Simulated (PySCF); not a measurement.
B3LYP has the VWN-RPA correlation part, as in Gaussian. Delta-SCF ions had no search for a lower state. Excitations are Tamm–Dancoff values on a coarser integration grid. The basis has no diffuse functions, so Rydberg states are missing or too high.

Cartesian coordinates (Å):
```xyz
9

O      1.3309    -0.9737    -0.1036
Si     0.0000     0.0000     0.0000
O     -1.2886    -0.9276    -0.4572
O     -0.0321     0.5765     1.5481
O     -0.0102     1.3248    -0.9873
H      2.0861    -0.7005     0.4304
H     -1.2316    -1.8608    -0.2202
H     -0.5304     1.3923     1.6757
H     -0.3241     1.1689    -1.8858
```
Charge 0, multiplicity 1.

Question: What LUMO, T1 excitation (TDA), S1–T1 gap (TDA), dipole moment, S1 excitation (TDA), HOMO–LUMO gap, vertical ionisation energy (Delta-SCF) and S1 oscillator strength does B3LYP-D3(BJ)/def2-TZVP // B3LYP-D3(BJ)/def2-SVP in PySCF give?

Answer: 
The LUMO comes out as -0.02 eV and the T1 excitation (TDA) is 7.40 eV. The S1–T1 gap (TDA) is 0.32 eV and the dipole moment is 0.00 D. The S1 excitation (TDA) comes out as 7.72 eV and the HOMO–LUMO gap is 8.83 eV. The vertical ionisation energy (Delta-SCF) comes out as 11.28 eV and the S1 oscillator strength is 0.008.
